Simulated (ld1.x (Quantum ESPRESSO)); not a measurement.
**Building the TM potential for chromium (Cr) (LDA (PZ), scalar-relativistic).**

The input file (ld1.x (Quantum ESPRESSO) 7.5):

```
&input
   title='Cr', zed=24., rel=1, dft='PZ', iswitch=3,
   config='[Ar] 3d3 4s0 4p0',
   nld=3, rlderiv=2.00, eminld=-10.0, emaxld=5.0, deld=0.04
 /
 &inputp
   pseudotype=2, tm=.true., lloc=0,
   nlcc=.false.,
   file_pseudopw='Cr.UPF', file_wfcaegen='ae.wfc', file_wfcncgen='nc.wfc', file_beta='beta', file_chi='chi'
 /
3
3P  2  1   6.00   0.00  1.15  1.15  0.0
3D  3  2   3.00   0.00  1.85  1.85  0.0
3S  1  0   2.00   0.00  1.55  1.55  0.0
 &test
   configts(1)='3s2 3p6 3d3 4s0 4p0'
 /
```

Command:

```bash
ld1.x < Cr.in > Cr.out
```

Resulting log (shortened: banner, matrices, multipoles, cross overlaps and the repeated all-electron block are left out):

```
Program LD1 v.7.5
     --------------------------- All-electron run ----------------------------

     Cr
     scalar relativistic calculation

     atomic number is 24.00
     dft =PZ   lsd =0 sic =0 latt =0  beta=0.20 tr2=1.0E-14
     Exchange-correlation= PZ
                           (   1   1   0   0   0   0   0)
     mesh =1183 r(mesh) =  99.18097 a.u. xmin = -7.00 dx = 0.01250
     1 Ry =  13.60569312 eV, c = 137.03599908

     n l     nl                  e(Ry)          e(Ha)          e(eV)
     1 0     1S 1( 2.00)      -434.1161      -217.0581     -5906.4507
     2 0     2S 1( 2.00)       -51.8938       -25.9469      -706.0516
     2 1     2P 1( 6.00)       -44.1578       -22.0789      -600.7978
     3 0     3S 1( 2.00)        -8.2553        -4.1277      -112.3197
     3 1     3P 1( 6.00)        -6.1518        -3.0759       -83.6996
     3 2     3D 1( 3.00)        -2.8952        -1.4476       -39.3916
     4 0     4S 1( 0.00)        -2.1285        -1.0642       -28.9591
     4 1     4P 1( 0.00)        -1.6556        -0.8278       -22.5249

     final scf error:  8.4E-15 reached in  27 iterations

     Etot =   -2092.948658 Ry,   -1046.474329 Ha,  -28476.017156 eV

     Ekin =    2113.273911 Ry,    1056.636955 Ha,   28752.556313 eV
     Encl =   -4938.681007 Ry,   -2469.340503 Ha,  -67194.178212 eV
     Eh   =     823.287474 Ry,     411.643737 Ha,   11201.396723 eV
     Exc  =     -90.829035 Ry,     -45.414518 Ha,   -1235.791980 eV

     normalization and overlap integrals

     s(1S/1S) =  1.000000  <r> =   0.0637  <r2> =    0.0055  r(max) =   0.0417
     s(2S/2S) =  1.000000  <r> =   0.2939  <r2> =    0.1021  r(max) =   0.2428
     s(2P/2P) =  1.000000  <r> =   0.2602  <r2> =    0.0834  r(max) =   0.1988
     s(3S/3S) =  1.000000  <r> =   0.8896  <r2> =    0.9118  r(max) =   0.7764
     s(3P/3P) =  1.000000  <r> =   0.9391  <r2> =    1.0350  r(max) =   0.7862
     s(3D/3D) =  1.000000  <r> =   1.1049  <r2> =    1.5237  r(max) =   0.7862
     s(4S/4S) =  1.000000  <r> =   2.3983  <r2> =    6.4819  r(max) =   2.1640
     s(4P/4P) =  1.000000  <r> =   2.7272  <r2> =    8.4219  r(max) =   2.4521

     ------------------------ End of All-electron run ------------------------

     --------------------- Generating NC pseudopotential ---------------------

      Generating local pot.: lloc=0, matching radius rcloc =   1.5500

      Wfc   3P  rcut= 1.158  Using Troullier-Martins method

      Wfc   3D  rcut= 1.863  Using Troullier-Martins method

     ------------------- End of pseudopotential generation -------------------

     Computing logarithmic derivative in   1.99514
     Computing logarithmic derivative in   1.99514
     Computing the partial wave expansion
       no projector for channel:   0
     R is outside the sphere for l=    1 j= 0.00
     R is outside the sphere for l=    2 j= 0.00

     ---------------------- Testing the pseudopotential ----------------------

     Cr
     scalar relativistic calculation

     atomic number is 24.00   valence charge is 14.00
     dft =PZ   lsd =0 sic =0 latt =0  beta=0.20 tr2=1.0E-14
     mesh =1183 r(mesh) =  99.18097 xmin = -7.00 dx = 0.01250

     n l     nl             e AE (Ry)        e PS (Ry)    De AE-PS (Ry)
     1 0     3S   1( 2.00)       -8.25534       -8.25534       -0.00000
     2 1     3P   1( 6.00)       -6.15181       -6.15185        0.00004
     3 2     3D   1( 3.00)       -2.89523       -2.89523        0.00000
     2 0     4S   1( 0.00)       -2.12846       -2.32511        0.19666  !
     3 1     4P   1( 0.00)       -1.65555       -1.71394        0.05839  !

     eps = 2.7E-15  iter = 21

     Etot =   -2092.948658 Ry,   -1046.474329 Ha,  -28476.017156 eV
     Etotps =  -167.800067 Ry,     -83.900034 Ha,   -2283.036218 eV

     Ekin =      71.953738 Ry,      35.976869 Ha,     978.980478 eV
     Encl =    -311.942841 Ry,    -155.971421 Ha,   -4244.198567 eV
     Ehrt =     111.002125 Ry,      55.501062 Ha,    1510.260845 eV
     Ecxc =     -16.895594 Ry,      -8.447797 Ha,    -229.876272 eV
     Epseu=     -21.917494 Ry,     -10.958747 Ha,    -298.202702 eV

     ---------------------- End of pseudopotential test ----------------------
```

Generation and configuration tests took about 3.1 s on one core of a shared server CPU.

Transferability test of the new file with ld1.x, input:

```
&input
   title='Cr', zed=24., rel=1, dft='PZ', iswitch=2,
   config='[Ar] 3d3 4s0 4p0'
 /
 &test
   file_pseudo='Cr.UPF', nconf=10,
   configts(1)='3s2 3p6 3d3 4s0 4p0',
   configts(2)='3s2 3p6 3d5 4s1 4p0',
   configts(3)='3s2 3p6 3d5 4s0 4p0',
   configts(4)='3s2 3p6 3d4 4s0 4p0',
   configts(5)='3s2 3p6 3d4 4s2 4p0',
   configts(6)='3s2 3p6 3d6 4s0 4p0',
   configts(7)='3s2 3p6 3d5.5 4s0.5 4p0',
   configts(8)='3s2 3p6 3d2 4s0 4p0',
   configts(9)='3s2 3p6 3d3 4s0 4p0', lsdts(9)=1,
   configts(10)='3s2 3p6 3d5 4s1 4p0', lsdts(10)=1
 /
```

```bash
ld1.x < Cr.test.in > Cr.test.out
```

Pseudopotential blocks of its output, shortened (energy terms left out):

```
     ---------------------- Testing the pseudopotential ----------------------

     n l     nl             e AE (Ry)        e PS (Ry)    De AE-PS (Ry)
     1 0     3S   1( 2.00)       -8.25534       -8.25534       -0.00000
     2 1     3P   1( 6.00)       -6.15181       -6.15185        0.00004
     3 2     3D   1( 3.00)       -2.89523       -2.89523        0.00000
     2 0     4S   1( 0.00)       -2.12846       -2.32511        0.19666  !
     3 1     4P   1( 0.00)       -1.65555       -1.71394        0.05839  !

     eps = 2.6E-15  iter = 21

     Etot =   -2092.948657 Ry,   -1046.474329 Ha,  -28476.017156 eV
     Etotps =  -167.800067 Ry,     -83.900033 Ha,   -2283.036218 eV

     ---------------------- End of pseudopotential test ----------------------

          ---------------------- Testing the pseudopotential ----------------------

     n l     nl             e AE (Ry)        e PS (Ry)    De AE-PS (Ry)
     1 0     3S   1( 2.00)       -5.40654       -5.36752       -0.03902  !
     2 1     3P   1( 6.00)       -3.33304       -3.29650       -0.03655  !
     3 2     3D   1( 5.00)       -0.23010       -0.20635       -0.02376  !
     2 0     4S   1( 1.00)       -0.30859       -0.34566        0.03707  !
     3 1     4P   1( 0.00)       -0.07955       -0.07294       -0.00660  !

     eps = 1.9E-15  iter = 19

     Etot =   -2096.955018 Ry,   -1048.477509 Ha,  -28530.526465 eV
     Etotps =  -171.876826 Ry,     -85.938413 Ha,   -2338.503345 eV
     dEtot_ae =      -4.006360 Ry
     dEtot_ps =      -4.076759 Ry,   Delta E=       0.070398 Ry

     ---------------------- End of pseudopotential test ----------------------

          ---------------------- Testing the pseudopotential ----------------------

     n l     nl             e AE (Ry)        e PS (Ry)    De AE-PS (Ry)
     1 0     3S   1( 2.00)       -5.92655       -5.92400       -0.00255
     2 1     3P   1( 6.00)       -3.85563       -3.85337       -0.00226
     3 2     3D   1( 5.00)       -0.74693       -0.75295        0.00602  !
     2 0     4S   1( 0.00)       -0.74880       -0.82001        0.07122  !
     3 1     4P   1( 0.00)       -0.44851       -0.45817        0.00966  !

     eps = 8.3E-15  iter = 17

     Etot =   -2096.430209 Ry,   -1048.215105 Ha,  -28523.386080 eV
     Etotps =  -171.299349 Ry,     -85.649675 Ha,   -2330.646378 eV
     dEtot_ae =      -3.481552 Ry
     dEtot_ps =      -3.499282 Ry,   Delta E=       0.017730 Ry

     ---------------------- End of pseudopotential test ----------------------

          ---------------------- Testing the pseudopotential ----------------------

     n l     nl             e AE (Ry)        e PS (Ry)    De AE-PS (Ry)
     1 0     3S   1( 2.00)       -6.96656       -6.97109        0.00453
     2 1     3P   1( 6.00)       -4.88315       -4.88826        0.00512  !
     3 2     3D   1( 4.00)       -1.70088       -1.71271        0.01183  !
     2 0     4S   1( 0.00)       -1.37919       -1.50205        0.12286  !
     3 1     4P   1( 0.00)       -0.98866       -1.01730        0.02864  !

     eps = 8.2E-16  iter = 19

     Etot =   -2095.229013 Ry,   -1047.614506 Ha,  -28507.042973 eV
     Etotps =  -170.088442 Ry,     -85.044221 Ha,   -2314.171149 eV
     dEtot_ae =      -2.280355 Ry
     dEtot_ps =      -2.288375 Ry,   Delta E=       0.008020 Ry

     ---------------------- End of pseudopotential test ----------------------

          ---------------------- Testing the pseudopotential ----------------------

     n l     nl             e AE (Ry)        e PS (Ry)    De AE-PS (Ry)
     1 0     3S   1( 2.00)       -5.69771       -5.60109       -0.09662  !
     2 1     3P   1( 6.00)       -3.61405       -3.52415       -0.08991  !
     3 2     3D   1( 4.00)       -0.45724       -0.38687       -0.07037  !
     2 0     4S   1( 2.00)       -0.37333       -0.40532        0.03200  !
     3 1     4P   1( 0.00)       -0.11076       -0.09449       -0.01627  !

     eps = 8.4E-15  iter = 24

     Etot =   -2096.959256 Ry,   -1048.479628 Ha,  -28530.584135 eV
     Etotps =  -171.960239 Ry,     -85.980120 Ha,   -2339.638244 eV
     dEtot_ae =      -4.010599 Ry
     dEtot_ps =      -4.160172 Ry,   Delta E=       0.149573 Ry

     ---------------------- End of pseudopotential test ----------------------

          ---------------------- Testing the pseudopotential ----------------------

     n l     nl             e AE (Ry)        e PS (Ry)    De AE-PS (Ry)
     1 0     3S   1( 2.00)       -5.24064       -5.23195       -0.00869  !
     2 1     3P   1( 6.00)       -3.17306       -3.16416       -0.00889  !
     3 2     3D   1( 6.00)       -0.11077       -0.10995       -0.00081
     2 0     4S   1( 0.00)       -0.27508       -0.31780        0.04272  !
     3 1     4P   1( 0.00)       -0.06862       -0.07021        0.00159

     eps = 8.3E-15  iter = 22

     Etot =   -2096.828252 Ry,   -1048.414126 Ha,  -28528.801727 eV
     Etotps =  -171.699329 Ry,     -85.849665 Ha,   -2336.088380 eV
     dEtot_ae =      -3.879594 Ry
     dEtot_ps =      -3.899262 Ry,   Delta E=       0.019668 Ry

     ---------------------- End of pseudopotential test ----------------------

          ---------------------- Testing the pseudopotential ----------------------

     n l     nl             e AE (Ry)        e PS (Ry)    De AE-PS (Ry)
     1 0     3S   1( 2.00)       -5.30836       -5.28737       -0.02100  !
     2 1     3P   1( 6.00)       -3.23824       -3.21823       -0.02001  !
     3 2     3D   1( 5.50)       -0.15752       -0.14763       -0.00989  !
     2 0     4S   1( 0.50)       -0.28707       -0.32710        0.04003  !
     3 1     4P   1( 0.00)       -0.07073       -0.06868       -0.00205

     eps = 5.7E-15  iter = 28

     Etot =   -2096.902287 Ry,   -1048.451143 Ha,  -28529.809022 eV
     Etotps =  -171.796595 Ry,     -85.898298 Ha,   -2337.411753 eV
     dEtot_ae =      -3.953629 Ry
     dEtot_ps =      -3.996528 Ry,   Delta E=       0.042899 Ry

     ---------------------- End of pseudopotential test ----------------------

          ---------------------- Testing the pseudopotential ----------------------

     n l     nl             e AE (Ry)        e PS (Ry)    De AE-PS (Ry)
     1 0     3S   1( 2.00)       -9.72870       -9.70444       -0.02426  !
     2 1     3P   1( 6.00)       -7.60076       -7.57435       -0.02640  !
     3 2     3D   1( 2.00)       -4.28266       -4.23959       -0.04307  !
     2 0     4S   1( 0.00)       -2.97744       -3.26899        0.29154  !
     3 1     4P   1( 0.00)       -2.43099       -2.52798        0.09699  !

     eps = 2.0E-15  iter = 18

     Etot =   -2089.374513 Ry,   -1044.687256 Ha,  -28427.388441 eV
     Etotps =  -164.244301 Ry,     -82.122150 Ha,   -2234.657555 eV
     dEtot_ae =       3.574145 Ry
     dEtot_ps =       3.555766 Ry,   Delta E=       0.018378 Ry

     ---------------------- End of pseudopotential test ----------------------

          ---------------------- Testing the pseudopotential ----------------------

     n l     nl             e AE (Ry)        e PS (Ry)    De AE-PS (Ry)
     1 0     3S   1( 1.00)       -8.34782       -8.34959        0.00177
     2 1     3P   1( 3.00)       -6.24216       -6.25121        0.00905  !
     3 2     3D   1( 3.00)       -2.98094       -2.98964        0.00870  !
     2 0     4S   1( 0.00)       -2.16254       -2.36339        0.20084  !
     3 1     4P   1( 0.00)       -1.68144       -1.74229        0.06085  !
     1 0     3S   2( 1.00)       -8.11105       -8.10251       -0.00853  !
     2 1     3P   2( 3.00)       -6.01116       -5.99487       -0.01629  !
     3 2     3D   2( 0.00)       -2.76293       -2.74885       -0.01408  !
     2 0     4S   2( 0.00)       -2.06778       -2.25536        0.18757  !
     3 1     4P   2( 0.00)       -1.60632       -1.65932        0.05300  !

     eps = 2.6E-15  iter = 21

     Etot =   -2093.111165 Ry,   -1046.555582 Ha,  -28478.228177 eV
     Etotps =  -167.979336 Ry,     -83.989668 Ha,   -2285.475292 eV
     dEtot_ae =      -0.162507 Ry
     dEtot_ps =      -0.179269 Ry,   Delta E=       0.016762 Ry

     ---------------------- End of pseudopotential test ----------------------

          ---------------------- Testing the pseudopotential ----------------------

     n l     nl             e AE (Ry)        e PS (Ry)    De AE-PS (Ry)
     1 0     3S   1( 1.00)       -5.46263       -5.41761       -0.04502  !
     2 1     3P   1( 3.00)       -3.38889       -3.35392       -0.03496  !
     3 2     3D   1( 5.00)       -0.28428       -0.26216       -0.02212  !
     2 0     4S   1( 1.00)       -0.34128       -0.37789        0.03661  !
     3 1     4P   1( 0.00)       -0.09581       -0.08775       -0.00806  !
     1 0     3S   2( 1.00)       -5.16336       -5.10105       -0.06231  !
     2 1     3P   2( 3.00)       -3.09374       -3.02677       -0.06698  !
     3 2     3D   2( 0.00)       -0.01737       -0.00521       -0.01216  !
     2 0     4S   2( 0.00)       -0.17615       -0.20080        0.02465  !
     3 1     4P   2( 0.00)       -0.01194       -0.00733       -0.00461

     eps = 1.8E-15  iter = 23

     Etot =   -2097.316373 Ry,   -1048.658186 Ha,  -28535.442951 eV
     Etotps =  -172.269240 Ry,     -86.134620 Ha,   -2343.842412 eV
     dEtot_ae =      -4.367715 Ry
     dEtot_ps =      -4.469173 Ry,   Delta E=       0.101458 Ry

     ---------------------- End of pseudopotential test ----------------------
```
